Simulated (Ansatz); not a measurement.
Coupled-cluster diagnostics for the cluster Nb₃Si₃, Ansatz.

Geometry of the doublet (PBE-D4/def2-SVP):

Cartesian coordinates in Å:
```
Nb 1.148 1.074 -0.832
Nb 0.234 1.328 1.341
Nb 0.861 -1.229 -0.064
Si -1.354 0.291 -0.235
Si -0.525 -0.893 1.971
Si -0.363 -0.572 -2.181
```

In the def2 sets Nb takes a core potential; there is no spin–orbit coupling. Correlated methods freeze 15 core orbitals; core or outer-core shells of Nb are correlated, in sets that lack core-valence functions. In CCSD on the charge 0 doublet the largest single amplitude is 0.26, so its Hartree–Fock determinant may place the open shell otherwise than the density functionals do. No other spin state of charge 0 was run. Another isomer (doublet) lies 0.04 eV lower at PBE-D4/def2-TZVP; other spin states weren't run for this one.

(1) Estimate the CCSD(T) correlation energy, the shares of MP2 and (T), T1 and the reference's ⟨S²⟩ for: charge 0, doublet, own geometry in def2-SVP; and the rough time on 4 threads of Arm Neoverse V2 on a shared host.

## Answers

(1) 
| state | basis | correlation (eV) | MP2 share (%) | (T) share (%) | T1 | ⟨S²⟩ (pure) | wall time | remarks |
| --- | --- | --- | --- | --- | --- | --- | --- | --- |
| charge 0, doublet, own geometry | def2-SVP | -37.478 | 94.7 | 8.9 | 0.105 | 3.57 (0.75) | 5.2 min | large T1 (0.105), spin-contaminated (⟨S²⟩ 3.57) |
Customary marks for T1 are 0.02 (closed shells), 0.045 (open shells) and about 0.05 (3d metals). T1 exceeds 0.02 in 1 of 1 rows and 0.045 in 1; the higher it lies, the less the single-reference result can be trusted.
